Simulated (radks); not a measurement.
Species: Ne+. Configuration: [He] 2s2 2p4 4f1 (not the ground configuration). All-electron calculation, scalar-relativistic Kohn-Sham, r2SCAN, spin-polarised, spherical densities, finite nucleus; open shells are filled with parallel spins first; meta-GGA in the generalised Kohn-Sham scheme; Fermi nuclear charge, rms radius 3.0055 fm. Program: a radial shooting solver on a logarithmic mesh with Libxc functionals.

Unscreened Slater integrals over Kohn-Sham orbitals (eV). They are taken over the spin-up orbitals.

F0(4f,4f): 2.6923
F2(4f,4f): 1.5292
F4(4f,4f): 1.0283
F6(4f,4f): 0.76319
F0(4f,2p): 3.3260
F2(4f,2p): 0.059340
G2(4f,2p): 0.00078303
G4(4f,2p): 0.00049828
F0(4f,2s): 3.3260
G3(4f,2s): 0.00040992
F0(4f,1s): 3.3261
G3(4f,1s): 5.5381e-08
F0(2p,2p): 31.377
F2(2p,2p): 14.388
F0(2p,2s): 30.581
G1(2p,2s): 18.488
F0(2p,1s): 44.361
G1(2p,1s): 5.4981
F0(2s,2s): 30.118
F0(2s,1s): 42.621
G0(2s,1s): 3.3710
F0(1s,1s): 162.30

Derived for the open shells (J is the average intra-shell exchange parameter used in DFT+U). 2p: J = F2/5 = 2.878 eV; in LS coupling 1D lies 6 F2/25 = 3.453 eV above 3P. 4f: F4/F2 = 0.672, F6/F2 = 0.499, J = (286 F2 + 195 F4 + 250 F6)/6435 = 0.1288 eV.
